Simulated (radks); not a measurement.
Removal energies from the samarium ion Sm2+, [Xe] 4f(5/2: 6, 7/2: 0), by Delta-SCF beside the eigenvalue of the level emptied. Method: Dirac Kohn-Sham, BLYP, spin-unpolarised, spherical densities, finite nucleus; Fermi nuclear charge, rms radius of each element as measured or else 0.836 A^(1/3) + 0.57 fm; computed with a radial shooting solver on a logarithmic mesh with Libxc functionals. Sub-shells are occupied by j as written (lower j first in brackets).

removed from,final configuration,Delta-SCF (eV),-eigenvalue (eV)
4f5/2,"[Xe] 4f(5/2: 5, 7/2: 0)",23.763,15.668
5p3/2,"[Kr] 4d10 4f(5/2: 6, 7/2: 0) 5s2 5p(1/2: 2, 3/2: 3)",41.263,35.222
5p1/2,"[Kr] 4d10 4f(5/2: 6, 7/2: 0) 5s2 5p(1/2: 1, 3/2: 4)",45.054,38.789
5s1/2,"[Kr] 4d10 4f(5/2: 6, 7/2: 0) 5s1 5p6",63.050,56.326
